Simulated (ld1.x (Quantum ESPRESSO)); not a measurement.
# Configuration tests for As (RRKJ)

* Element: As (Z = 33)
* Generator: ld1.x (Quantum ESPRESSO) 7.5
* Type: norm-conserving RRKJ (Kleinman–Bylander form)
* Functional: PBE
* Relativity: scalar-relativistic
* Frozen core: [Ar]
* Valence charge: 15
* Reference configuration: 3d10 4s2 4p2 (charge +1)
* Partial waves: 4s (bound): rc 1.40 bohr; 4p (bound): rc 2.05 bohr; 3d (bound): rc 1.15 bohr
* Local potential: the d channel
* Core correction: none
* rho0: 0.02

Energies are relative to the spin-unpolarised reference configuration 3d10 4s2 4p2; without spin polarisation the order of configurations can differ from experiment. Not all tests gave a result: 1 of 7 tests not solved or not reliable. Left out of the table: 3d9 4s2 4p4 (solver errors, printed error -250 eV).

| valence configuration | charge | ΔE all-electron (eV) | error AE − PS (meV) |
| --- | --- | --- | --- |
| 3d10 4s2 4p3 | 0 | -9.149 | +2.7 |
| 3d10 4s2 4p1 | +2 | 17.918 | +2.5 |
| 3d10 4s2 4p2.5 | +0.5 | -5.594 | +1.3 |
| 3d10 4s1 4p4 | 0 | 0.268 | -4.2 |

**Question.** What are ΔE and the potential's error for 3d10 4s1 4p0?

**Answer.** ΔE = 96.268 eV all-electron; the error (AE − PS) is +137 meV.

**Question.** What are ΔE and the potential's error for 3d10 4s2 4p0?

**Answer.** ΔE = 45.621 eV all-electron; the error (AE − PS) is +30 meV.

Levels in the configuration 3d10 4s2 4p1:

```
level  all-electron (eV)  pseudo (eV)
   3d            -61.938      -61.788
   4s            -33.447      -33.429
   4p            -22.668      -22.655
```

Note: ghost states, extra bound levels that the all-electron valence spectrum of the same l lacks: s at -418.5 eV, p at -194.5 eV. A true bound ghost makes a file unfit for plane-wave use.
